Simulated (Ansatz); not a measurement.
A geometry relaxed with B3LYP-D3(BJ)/def2-TZVP in Ansatz (an electronic-structure program), charge 0, multiplicity 1:

```xyz
5

C      1.2450    -0.0756    -0.1852
O     -1.3043    -0.2570    -0.2649
B     -0.2043     0.2202     0.3139
O      2.3810     0.0898    -0.0342
H     -2.1174     0.0227     0.1704
```

Task: Write the SMILES of this molecule.

Result: `O=C=BO`
